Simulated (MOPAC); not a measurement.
A run for MOPAC: AM1 on H4OSe (a complex), monomers drawn apart or pushed together.

```
AM1 1SCF PRECISE CHARGE=0 THREADS=1
H4OSe

O     -0.03281218 1    -0.38616358 1     0.22298971 1
H      0.71613780 1     0.20229907 1     0.07938891 1
H     -0.79865345 1     0.19173448 1     0.30870595 1
Se     0.90604356 1    -0.06750157 1     5.85139310 1
H      0.86433696 1    -1.46653205 1     5.41375298 1
H      1.16447140 1    -0.45204881 1     7.24977110 1
```

Program output:

```
*******************************************************************************
 **                                                                           **
 **                              MOPAC v23.2.5                                **
 **                                                                           **
 *******************************************************************************
 ** MOPAC's Digital Object Identifier: https://doi.org/10.5281/zenodo.6511958 **
 **                                                                           **
 ** Please cite the open-source release paper for use of this MOPAC version:  **
 ** J. E. Moussa and J. J. P. Stewart (2026)                                  **
 ** MOPAC: An open-source semiempirical molecular orbital program             **
 ** J. Open Source Softw., 11(119), 8025, https://doi.org/10.21105/joss.08025 **
 *******************************************************************************

                              AM1 CALCULATION RESULTS

 *******************************************************************************
 *  AM1        - The AM1 Hamiltonian to be used
 *
 *
 *
 *                 CHARGE ON SYSTEM = 0
 *
 *
 *
 *  PRECISE    - TIGHTER CRITERIA TO BE USED
 *  1SCF       - DO 1 SCF AND THEN STOP
 *  THREADS=1  - MULTI-THREADING NOT USED
 *  T=         - A TIME OF 172800.0 SECONDS REQUESTED
 *  DUMP=N     - RESTART FILE WRITTEN EVERY 7200.0 SECONDS REQUESTED
 *******************************************************************************
AM1 1SCF PRECISE CHARGE=0 THREADS=1
 H4OSe

   ATOM   CHEMICAL          X               Y               Z
  NUMBER   SYMBOL      (ANGSTROMS)     (ANGSTROMS)     (ANGSTROMS)

     1       O         -0.03281218  *  -0.38616358  *   0.22298971  *
     2       H          0.71613780  *   0.20229907  *   0.07938891  *
     3       H         -0.79865345  *   0.19173448  *   0.30870595  *
     4      Se          0.90604356  *  -0.06750157  *   5.85139310  *
     5       H          0.86433696  *  -1.46653205  *   5.41375298  *
     6       H          1.16447140  *  -0.45204881  *   7.24977110  *



          CARTESIAN COORDINATES

    NO.       ATOM           X           Y           Z

     1         O         -0.0328     -0.3862      0.2230
     2         H          0.7161      0.2023      0.0794
     3         H         -0.7987      0.1917      0.3087
     4        Se          0.9060     -0.0675      5.8514
     5         H          0.8643     -1.4665      5.4138
     6         H          1.1645     -0.4520      7.2498

  H: (AM1): M.J.S. DEWAR ET AL, J. AM. CHEM. SOC. 107 3902-3909 (1985)
  O: (AM1): M.J.S. DEWAR ET AL, J. AM. CHEM. SOC. 107 3902-3909 (1985)
 Se: (AM1): J. J. P. STEWART, J. MOL. MOD., 10, 155-164 (2004)

           Empirical Formula: H4 O Se  =     6 atoms



      MOLECULAR POINT GROUP   :   Cs


      RHF CALCULATION, NO. OF DOUBLY OCCUPIED LEVELS = 8


 -------------------------------------------------------------------------------
 AM1 1SCF PRECISE CHARGE=0 THREADS=1
 H4OSe



     1SCF WAS SPECIFIED, SO BFGS WAS NOT USED
     SCF FIELD WAS ACHIEVED


                              AM1 CALCULATION
                                                       MOPAC v23.2.5 Linux




          FINAL HEAT OF FORMATION =        -32.09339 KCAL/MOL =    -134.27873 KJ/MOL


          COSMO AREA              =        108.57 SQUARE ANGSTROMS
          COSMO VOLUME            =         75.69 CUBIC ANGSTROMS

          IONIZATION POTENTIAL    =          7.806238 EV
          HOMO LUMO ENERGIES (EV) =         -7.806  0.205
          NO. OF FILLED LEVELS    =          8
          MOLECULAR WEIGHT        =         98.9910         POINT GROUP:  Cs

          MOLECULAR DIMENSIONS (Angstroms)

            Atom       Atom       Distance
            H     6    H     3     7.24201
            H     5    H     2     1.77750
           Se     4    H     5     1.10806


          SCF CALCULATIONS        =          1





   ATOM   CHEMICAL          X               Y               Z
  NUMBER   SYMBOL      (ANGSTROMS)     (ANGSTROMS)     (ANGSTROMS)

     1       O         -0.03281218  *  -0.38616358  *   0.22298971  *
     2       H          0.71613780  *   0.20229907  *   0.07938891  *
     3       H         -0.79865345  *   0.19173448  *   0.30870595  *
     4      Se          0.90604356  *  -0.06750157  *   5.85139310  *
     5       H          0.86433696  *  -1.46653205  *   5.41375298  *
     6       H          1.16447140  *  -0.45204881  *   7.24977110  *

                             CARTESIAN COORDINATES

   1    O       -0.032812180    -0.386163580     0.222989710
   2    H        0.716137800     0.202299070     0.079388910
   3    H       -0.798653450     0.191734480     0.308705950
   4   Se        0.906043560    -0.067501570     5.851393100
   5    H        0.864336960    -1.466532050     5.413752980
   6    H        1.164471400    -0.452048810     7.249771100


           Empirical Formula: H4 O Se  =     6 atoms



      MOLECULAR POINT GROUP   :   Cs


                  EIGENVALUES
 -36.33953 -20.28198 -18.25239 -14.82715 -12.80317 -12.43206 -11.50742  -7.80624
   0.20509   0.80363   4.36119   6.27914


              NET ATOMIC CHARGES AND DIPOLE CONTRIBUTIONS

  ATOM NO.   TYPE          CHARGE      No. of ELECS.   s-Pop       p-Pop
    1          O          -0.388930        6.3889     1.86121     4.52772
    2          H           0.194467        0.8055     0.80553
    3          H           0.194463        0.8055     0.80554
    4         Se           0.054704        5.9453     1.95999     3.98531
    5          H          -0.025868        1.0259     1.02587
    6          H          -0.028836        1.0288     1.02884
 DIPOLE           X         Y         Z       TOTAL
 POINT-CHG.    -0.046     1.317    -0.193     1.331
 HYBRID         0.098    -0.150     0.445     0.480
 SUM            0.052     1.167     0.252     1.195


          ATOMIC ORBITAL ELECTRON POPULATIONS

     Atom    s        px        py        pz
    1  O   1.86121   1.20141   1.34621   1.98010
    2  H   0.80553
    3  H   0.80554
    4 Se   1.95999   1.96859   0.98779   1.02893
    5  H   1.02587
    6  H   1.02884

 **********************
 *                    *
 * JOB ENDED NORMALLY *
 *                    *
 **********************




 == MOPAC DONE ==
```

The run finished.

Cost: around 0.03 core-seconds (rough).
